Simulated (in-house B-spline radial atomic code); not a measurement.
LDA exchange-only excitations of Pb²⁺

Method: LDA exchange-only. Computed with a B-spline radial code for spherical atoms: linear response of the closed shell [Xe] 4f14 5d10 6s2 with the functional's adiabatic kernel; scalar-relativistic (spin-free one-electron X2C), finite nucleus, no spin-orbit coupling, no double excitations, S, P, D and F terms only; shells from n = 4 respond. Only terms of natural parity with L up to 3 were computed.

Spin-orbit coupling is strong here, so these LS terms don't match observed levels.

Command:
```bash
python run_td.py task.json out
```
Settings (radii: box in bohr, nucleus in fm):
```
Z                        82
electrons                80
configuration            [Xe] 4f14 5d10 6s2
hamiltonian              x2c
method                   lda,
box_radius               29.48
rms_radius               5.5012
intervals                72
```

Time taken, with all properties: 1.7 s on 1 thread of Intel(R) Xeon(R) 6975P-C (Granite Rapids), on a shared host.

The lowest states, in the order of their Tamm-Dancoff energies; the method's threshold (minus the highest occupied level) is 26.473 eV. Labels give the largest channel, * marks a mixed state, and oscillator strengths are full-response dipole values. Semilocal kernels can invert the small singlet-triplet splittings of Rydberg terms. Energies in eV:

| state | full response | Tamm-Dancoff | oscillator strength |
| --- | --- | --- | --- |
| 6s → 6p 3P | 8.875 | 8.978 | - |
| 6s → 6p 1P | 11.552 | 11.923 | 1.42 |
| 6s → 7s 3S | 17.602 | 17.610 | - |
| 6s → 7s 1S | ? | ? | - |
| 6s → 6d 3D | 18.634 | 18.649 | - |
| 6s → 6d 1D | 19.082 | 19.088 | - |
| 5d → 6p 3P | 19.416 | 19.452 | - |
| 5d → 6p 3F | 19.588 | 19.608 | - |
| 5d → 6p 1F | ? | ? | - |
| 6s → 7p 3P | 20.205 | 20.208 | - |
| 6s → 7p 1P | 20.269 | 20.280 | 0.176 |
| 5d → 6p 1P* | 21.141 | 21.348 | 0.93 |
| 6s → 8s 3S | 22.172 | 22.174 | - |
| 6s → 5f 3F | 22.249 | 22.256 | - |
| 6s → 8s 1S | 22.309 | 22.314 | - |
| 6s → 5f 1F | 22.405 | 22.408 | - |

Task: Where does 6s → 7s 1S lie?

Result: At 18.149 eV in full response, 18.172 eV in Tamm-Dancoff.

Task: Where does 5d → 6p 1F lie?

Result: At 20.082 eV in full response, 20.087 eV in Tamm-Dancoff.

Task: How large is the singlet-triplet splitting of 6s → 6p (P terms) in Tamm-Dancoff?

Result: 2.94 eV, from the unrounded values.

Task: What polarisabilities and dispersion coefficient does the method give?

Result: Dipole 13.34 bohr³, quadrupole 47.1 bohr⁵, C6 93.26 hartree·bohr⁶ for two such species.
